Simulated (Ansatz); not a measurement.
A made-up structure of AlSnH₄, doublet:

```
6
angstrom
Al -0.0289 -0.6432 0.1579
Sn 0.0949 2.1226 -0.5219
H 0.2242 3.8098 -0.6850
H -1.1095 -1.5318 -0.5839
H 0.8072 0.3733 -0.9943
H -0.7501 0.8579 0.6934
```

It is relaxed with PBE-D4/def2-SVP and then PBE0-D4/def2-TZVP (Ansatz 0.2.0). Atoms count as bonded within 1.22 times the sum of their covalent radii (H–H: 0.88 Å). The end point is not checked to be a true minimum.

Task: Does its bonding change? (A judgement: the text doesn't fix the answer.)

Result: The calculation gives: Yes. Formed: none; broken: Sn2–H5.

Where it ends: The first stage lowers the energy by 2.16 eV in 16 steps. It ends as AlSnH₄ ([H]1[AlH2][SnH]1):
```json
{"atom": "Al1", "x (Å)": "-0.0161", "y (Å)": "-0.1536", "z (Å)": "-0.4014"}
{"atom": "Sn2", "x (Å)": "0.4897", "y (Å)": "2.5092", "z (Å)": "-0.7815"}
{"atom": "H3", "x (Å)": "-1.1231", "y (Å)": "3.1296", "z (Å)": "-0.4373"}
{"atom": "H4", "x (Å)": "-1.5109", "y (Å)": "-0.6160", "z (Å)": "-0.6241"}
{"atom": "H5", "x (Å)": "1.2751", "y (Å)": "-1.0624", "z (Å)": "-0.3773"}
{"atom": "H6", "x (Å)": "0.1231", "y (Å)": "1.1817", "z (Å)": "0.6877"}
```

Labels in which every atom is bracketed show which atoms are joined, not bond orders.

For scale, one of the runs: PBE0-D4/def2-TZVP relaxation, 111 basis functions, launched by `ansatz run in.yaml --threads 2 --pin off --events-out ev --progress --plain --max-ram 4352MiB`. Hardware: 2 CPU threads of an Arm Neoverse V1, shared host. Wall time about 19 s.
